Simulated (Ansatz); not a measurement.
Program: Ansatz 0.2.0.

Basis-set series for `[SiH3][Si]1(Cl)C=C1`. Total charge 0; spin multiplicity 1. The geometry is a stationary point of PBE0-D4/def2-TZVP.

```
functional       basis  functions  energy (Eh)  HOMO (eV)  LUMO (eV)
   PBE0-D4    def2-SVP        107  -1117.51491      -7.52      -0.56
   PBE0-D4  def2-TZVPP        258  -1117.96547      -7.54      -0.78
   ωB97M-V    def2-SVP        107  -1117.89170      -9.60       1.53
   ωB97M-V  def2-TZVPP        258  -1118.34519      -9.66       1.16
```

(1) Give the rows for def2-QZVPP. (Estimate.)

## Answers

(1) The calculation gave: 
| functional | basis | functions | energy (Eh) | HOMO (eV) | LUMO (eV) |
| --- | --- | --- | --- | --- | --- |
| PBE0-D4 | def2-QZVPP | 474 | -1118.00272 | -7.56 | -0.85 |
| ωB97M-V | def2-QZVPP | 474 | -1118.38026 | -9.68 | 0.99 |

Positive LUMOs are unbound and depend on the basis.
